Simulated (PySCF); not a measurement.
Protons, H atoms and electrons added to or taken from CF. All species are isolated molecules in the gas phase. Strings in code marks are SMILES.

Quantity: vertical detachment energy (energy after one electron is removed minus that of the parent at the parent's geometry), in eV. Levels without diffuse functions put anions too high.

Case: `[CH2-]F`. Geometry of `[CH2-]F` (charge -1, multiplicity 1, Å):

```xyz
4

C     -0.1156    -0.0056     0.4051
F      1.2694     0.0067    -0.1516
H     -0.5675    -0.8680    -0.1394
H     -0.5728     0.8692    -0.1146
```

Q: What is the computed vertical detachment energy (energy after one electron is removed minus that of the parent at the parent's geometry) (minus the HOMO energy of HF/3-21G // PBE0-D3(BJ)/def2-TZVPD (PySCF))?

A: 0.266 eV.
